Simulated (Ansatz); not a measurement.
HfO3H2, relaxed as a singlet with RKS B3LYP-D4/def2-TZVP in Ansatz, starting from the GFN1-xTB geometry. Force threshold 0.02 eV/Å.

In the def2 sets Hf takes a core potential; there is no spin–orbit coupling. The structure holds one bond between oxygen atoms, so isomers without such links may lie far lower. The relaxation made no stability test and no search for a lower SCF solution. No other spin state of charge 0 was run. Another isomer (singlet) lies 1.25 eV lower at PBE0-D4/def2-TZVP; other spin states weren't run for this one.

Start:

```xyz
6

Hf   -0.3074   -0.5282   -0.4402
O    -1.5365   -1.2693    0.5921
O     1.3385    0.0011    0.3744
O     0.4852    1.1407    0.3637
H    -0.4518   -0.7331   -2.1960
H     0.4720    1.3886    1.3061
```

```json
{"step": "1", "energy (eV)": "-7482.3503", "largest force component (eV/Å)": "4.546", "SCF passes": "20"}
{"step": "2", "energy (eV)": "-7482.9487", "largest force component (eV/Å)": "1.387", "SCF passes": "27"}
{"step": "3", "energy (eV)": "-7483.0283", "largest force component (eV/Å)": "0.882", "SCF passes": "28"}
{"step": "4", "energy (eV)": "-7483.0458", "largest force component (eV/Å)": "0.456", "SCF passes": "29"}
{"step": "5 (rejected)", "energy (eV)": "-7483.0222", "largest force component (eV/Å)": "1.485", "SCF passes": "28"}
{"step": "6", "energy (eV)": "-7483.0567", "largest force component (eV/Å)": "0.113", "SCF passes": "29"}
{"step": "7", "energy (eV)": "-7483.0623", "largest force component (eV/Å)": "0.108", "SCF passes": "28"}
{"step": "8", "energy (eV)": "-7483.0650", "largest force component (eV/Å)": "0.161", "SCF passes": "28"}
{"step": "9", "energy (eV)": "-7483.0669", "largest force component (eV/Å)": "0.045", "SCF passes": "23"}
{"step": "10", "energy (eV)": "-7483.0673", "largest force component (eV/Å)": "0.020", "SCF passes": "23"}
```

Force components are those of the run's own axes.

End:

```xyz
6

Hf   -0.484   -0.371   -0.515
O    -1.519   -1.361    0.515
O     1.342    0.007    0.375
O     0.607    1.299    0.488
H    -0.490   -0.991   -2.313
H     0.544    1.417    1.450
```

By distances, no bond broke or formed. The bond that changes most is Hf1–O4, from 2.01 to 2.23 Å (atoms count from 1).

No frequencies were taken in this run, so the end may be a saddle point.

Hardware: 4 threads of Arm Neoverse V1 on a shared host. Wall time 13 s.
